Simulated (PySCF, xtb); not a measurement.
Mg(SH)(OSiH3) (H₄MgOSSi), SMILES [SiH3][O][Mg][SH]. One conformer was computed; it need not be the lowest.

Harmonic wavenumbers (cm⁻¹) from GFN2-xTB run with xtb at its own minimum, in rising order: 14, 30, 56, 107, 109, 273, 514, 525, 573, 575, 774, 776, 812, 1001, 2121, 2122, 2144, 2400.

Question: What does PBE0-D3(BJ)/def2-SVP in PySCF 2.14.0 give at its own minimum? (An estimate is asked for; the answer gives what the named calculation found.)

Answer: 2, 57, 57, 146, 154, 303, 552, 612, 737, 737, 956, 957, 1004, 1090, 2196, 2197, 2209, 2702. Paired by order, the mean absolute difference is 98 cm⁻¹ and the zero-point energies are 21.3 and 23.8 kcal/mol.
